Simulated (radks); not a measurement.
Question: The mean radii <r> (bohr) of the occupied orbitals of an atom or ion are listed with their occupations. Calculated with a radial shooting solver on a logarithmic mesh with Libxc functionals: scalar-relativistic Kohn-Sham, RPBE, spin-polarised, spherical densities, point nucleus.

| orbital | occ. | <r> |
|---|---|---|
| 1s up | 1 | 0.3771 |

Name the element and its charge. Open shells, if any, are filled with parallel spins first.

Answer: Z = 4, beryllium, charge +3: Be3+ in 1s1. The 1s radius gives Z: for a bare nucleus <r> = (2 gamma + 1)/(2Z) with gamma = sqrt(1 - (Z/c)^2), 0.3749 bohr for Z = 4, and the self-interaction of the functional makes it slightly larger (0.3771 here). The occupations add up to 1, and the charge is Z minus that.
